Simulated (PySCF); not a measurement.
Caution: the highest occupied level lies above zero, so the state may not be bound. This triplet is an excited state, 0.70 eV above the relaxed singlet at the level B3LYP-D3(BJ)/def2-TZVPD (PySCF).

B3LYP has the VWN-RPA correlation part, as in Gaussian. 

# C2H6AlSi, SMILES `[CH](=C)[Al-][SiH3]` (excited triplet; C–C–Al–Si torsion 180°) (charge -1, multiplicity 3)

Method: B3LYP-D3(BJ)/def2-TZVPD (PySCF).

```json
{
  "highest_occupied_spin_orbital": "0.88 eV",
  "total_energy": "-611.8027 Ha",
  "cost": "about 4 core-minutes (a rough figure)"
}
```

```xyz
10

C      2.6598    -0.3520    -0.0245
C      1.3279    -0.1305    -0.0401
Al    -0.0233    -0.2649     1.3844
Si    -2.3605     0.2678     0.8109
H      3.1790    -0.6610     0.8807
H      3.2911    -0.2373    -0.9051
H      0.9304     0.1760    -1.0155
H     -2.6934     1.6701     0.3572
H     -3.0433    -0.5537    -0.2575
H     -3.2677     0.0853     1.9945
```
Charge -1, spin multiplicity 3.
